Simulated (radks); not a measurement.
Species: Mg+. Configuration: [He] 2s1.75 2p6 3s1 4s0.25 (fractional occupations, a model configuration).

Calculated with a radial shooting solver on a logarithmic mesh with Libxc functionals: scalar-relativistic Kohn-Sham, exchange-only PBE, spin-polarised, spherical densities, finite nucleus; open shells are filled with parallel spins first; Fermi nuclear charge, rms radius 3.057 fm.

Energy parts (Ry):
part                  energy
total             -397.65844
kinetic            398.83668
electron-nucleus  -945.31507
Hartree            179.96399
exchange           -31.14404

Orbitals (lengths in bohr, moments of r in powers of bohr; r(max) is where P^2 peaks):
orbital,occ.,eigenvalue (Ry),r(max),<r>
1s up,1,-93.71674,0.08504,0.1306
1s down,1,-93.68490,0.08506,0.1306
2s up,1,-6.84388,0.5444,0.6922
2s down,0.75,-6.77607,0.5448,0.6923
2p up,3,-4.41005,0.4750,0.6792
2p down,3,-4.34642,0.4748,0.6781
3s up,1,-0.96896,2.253,2.658
3p up,0,-0.62213,2.710,3.274
4s up,0.25,-0.30784,6.196,6.735
3d up,0,-0.27391,4.350,5.273

The highest occupied level is 4s up at -4.188 eV. The configuration is held as typed, so some empty levels lie below it. Spin moment in Bohr magnetons: 1.5.
